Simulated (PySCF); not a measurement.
## Electron correlation in C⁺ (carbon, charge +1)

[He] 2s1 2p1 3d1, one real determinant (an excited configuration). Computed with PySCF 2.14 in dyall-acv3z, with the non-relativistic Hamiltonian (point nucleus). Frozen: 1s2; 3 electrons correlated; the 18 highest virtual orbitals of each spin left out.

```csv
level,correlation energy (mhartree)
CCSD,-13.79
(T),-0.65
CCSD(T),-14.44
```

Diagnostics: T1 = 0.0091, D1 = 0.0211, largest double amplitude 0.174.

The real determinant used has ⟨L²⟩ near 8 against 12 for a pure F term, so it mixes terms. The outer electron is Rydberg-like, and this basis confines it to a smaller radius and binds it less than a complete one would. A double-excitation amplitude exceeds 0.15, a sign of near-degeneracy.

Cost of the coupled-cluster step: about 5 core-seconds, for 3 correlated electrons.

The reference is one real determinant that mixes LS terms of this configuration.
